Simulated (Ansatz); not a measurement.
Diatomic CoSn, multiplicity 4 (an upper state: multiplicity 2 came lower at PBE0/def2-TZVPP). No spin–orbit coupling. Co is treated without relativity.

The constants come from a fifth-degree fit in 1/R (seven points, main isotopes). In def2 and cc sets the state is the lowest found near the PBE0 minimum, followed along R.

The values were computed with Ansatz (an electronic-structure program) with Gaussian orbitals. Values without a source in brackets are computed. In def2 rows elements past Kr take small-core potentials, without spin–orbit coupling.

| level | r_e (Å) | ω_e (cm⁻¹) | α_e (cm⁻¹) | ω_e x_e (cm⁻¹) | dipole (D) |
|---|---|---|---|---|---|
| PBE/def2-TZVPP | 2.467 | 222 | 0.00030 | 0.64 | 1.27 |
| PBE0/def2-TZVPP | 2.512 | 214 | 0.00030 | 0.64 | 1.70 |
| wB97X-V/def2-TZVPP | 2.514 | 215 | 0.00029 | 0.59 | 2.39 |
